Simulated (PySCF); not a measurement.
Compound: C7H8O2Si.
Cartesian coordinates in Å at the GFN2-xTB level; atoms count from 1:
```
atom  x, y, z in Å
O1    -2.3925    2.4575   -0.3207
C2    -1.8979    1.3701   -0.1073
C3    -2.5747    0.2949    0.5984
C4    -2.0099   -0.9217    0.7255
C5    -0.7219   -1.2289    0.1834
C6     0.0258   -0.3135   -0.4752
C7     1.3696   -0.5752   -1.0184
Si8    2.7202    0.1562    0.1443
C9    -0.4648    1.0738   -0.5945
O10    0.2280    1.9700   -1.0246
H11   -3.5578    0.5146    0.9870
H12   -2.5389   -1.7144    1.2362
H13   -0.3484   -2.2364    0.3048
H14    1.4799   -0.0857   -1.9849
H15    1.5373   -1.6438   -1.1420
H16    4.0065   -0.1781   -0.4681
H17    2.5820   -0.5258    1.4351
H18    2.5488    1.5929    0.2959
```

Definitions: NICS(0) = −σiso at the ring centroid; NICS(1) = −σiso and NICS(1)zz = −σzz at ±1 Å along the ring normal z. Level: GIAO PBE0/pcSseg-1 (PySCF, non-relativistic, gas phase) on the GFN2-xTB geometry, one conformer.

Ring bond lengths (Å), with Mayer bond orders in brackets: C2–C3 1.453 (1.09), C3–C4 1.347 (1.70), C4–C5 1.431 (1.15), C5–C6 1.353 (1.69), C6–C9 1.476 (0.93), C9–C2 1.542 (0.86).

Question: Give the NICS values of each ring in ppm.

Answer: 
| ring | type | NICS(0) | NICS(1), two faces | NICS(1)zz, two faces | rms pucker (Å) | centre to ring atoms, mean (Å) |
| --- | --- | --- | --- | --- | --- | --- |
| C2–C3–C4–C5–C6–C9 | 6-membered carbocycle; formal bonds 2 double, 4 single | 11.6 | 2.9 / 2.7 | 9.9 / 9.9 | 0.03 | 1.43 |

Question: What can be read from them?

Answer: 
- C2–C3–C4–C5–C6–C9: mean NICS(1)zz 9.9 ppm, deshielded. That is too small in size for a clear verdict by the NICS criterion. NICS(0) lies 9 ppm above the mean NICS(1).

Question: How equal are the bonds by HOMA? HOMA = 1 − mean of α(R − Ropt)² over the ring bonds, with Krygowski's 1993 parameters (CC: Ropt 1.388 Å, α 257.7 Å⁻²).

Answer: 
- C2–C3–C4–C5–C6–C9: HOMA -0.74 = 1 − EN − GEO, with mean bond length 1.434 Å, EN = α(Ropt − mean)² = 0.542 and GEO = α × variance = 1.202. The geometric and the magnetic index point the same way.

Question: What field does 7.05 T along the ring normal induce along that normal at the first NICS(1) probe listed for ring C2–C3–C4–C5–C6–C9, 1 Å off the ring?

Answer: NICSzz × B0 = 9.9 ppm × 7.05 T = 70 μT, along the applied field.

Question: Give the inner angles of the rings and the Hirshfeld charges of the ring atoms.

Answer: 
- C2–C3–C4–C5–C6–C9: C2 116.4° (+0.134 e), C3 121.2° (-0.062 e), C4 122.4° (-0.018 e), C5 122.4° (-0.037 e), C6 119.4° (+0.003 e), C9 117.6° (+0.144 e); sum 719.5° against 720° for a flat convex ring.

The run took 45 s on one thread of an Arm Neoverse V1 (shared host), and the process peaked at 1.0 GiB of memory. This is the whole shielding run at PBE0/pcSseg-1, SCF included.
